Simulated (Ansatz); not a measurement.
Reaction (atomization): `BO[SiH2]C#C` → B• + 2 C• + 5 H• + O• + Si•

Program: Ansatz. Geometries: PBE0-D4/def2-TZVP. ΔE: electronic, gas phase. CBS: MP2 limit from def2 TZ/QZ plus the TZ coupled-cluster correction, frozen cores. This one scheme is used for every species, atoms too. DFT in def2-TZVPP. Open shells (•) are unrestricted, without spin–orbit coupling. Spin–orbit coupling would lower the free atoms: a little for B, C, O, Si. Each species was taken in one conformer, which may not be the lowest.

```csv
species,BLYP-D4 energy (Eh)
`BO[SiH2]C#C`,-468.83256
B•,-24.65148
C•,-37.84656
H•,-0.49755
O•,-75.08514
Si•,-289.37742
```

Task: Work out ΔE.

Result: ΔE = 5 × (-0.49755) + 2 × (-37.84656) + (-24.65148) + (-75.08514) + (-289.37742) − (-468.83256) = 1.53765 Eh = +41.84 eV. CCSD(T)/CBS gives +41.81 eV.

Task: What do rigid-rotor, harmonic-oscillator terms from PBE0-D4/def2-TZVP frequencies (298.15 K, 1 bar) make of the CCSD(T)/CBS value? (Estimate.)

Result: The calculation gave: ΔZPE = -1.70 eV, ΔH = +40.54 eV, ΔS = 1029 J/(mol·K), ΔG = +37.36 eV. Open shells count their whole term as degenerate. Modes under 50 cm⁻¹ make the entropy rough.

Largest T1 diagnostic among the species: 0.014.

From BLYP to BHLYP (50 % exact exchange), in def2-TZVPP and without D4, ΔE moves by −0.89 eV: exact exchange takes away binding that semilocal exchange gives to molecules. In def2-TZVPP, CCSD(T) changes the Hartree–Fock value by +9.24 eV (the triples alone add +0.63 eV) and MP2 by +10.25 eV; breaking electron pairs costs correlation energy, which Hartree–Fock lacks.

For atomizations the MP2-based limit and the directly extrapolated one differ by several kJ/mol either way, and by 10 to 25 for some Ge, Se and Sn compounds, so smaller differences from it don't rank the levels.
